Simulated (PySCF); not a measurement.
CH₄BrInO₂, SMILES C[O][In]([OH])[Br]. Coordinates come from a PBE-D3(BJ)/def2-SVP optimisation. The structure was generated by enumeration; whether it is a known compound was not checked. The def2 effective core potentials stand for the cores of In; spin–orbit coupling is left out. Other conformers were not sampled.

### Question
Give the equilibrium geometry at PBE-D3(BJ)/def2-SVP (PySCF confirms it by a frequency run) as Cartesian coordinates in Å, and its point group. (Estimate from the structure and the level; the computed values follow.)

### Answer
One answer among several that fit: point group Cs.
```xyz
9

In     0.2304    -0.3982     0.0000
Br    -0.3444     2.0284     0.0000
O      2.1541    -1.0141     0.0000
H      2.7275    -0.2212     0.0000
O     -1.2818    -1.7302     0.0000
C     -1.0100    -3.1203     0.0000
H     -0.4487    -3.4665    -0.8997
H     -1.9881    -3.6515     0.0000
H     -0.4487    -3.4665     0.8997
```
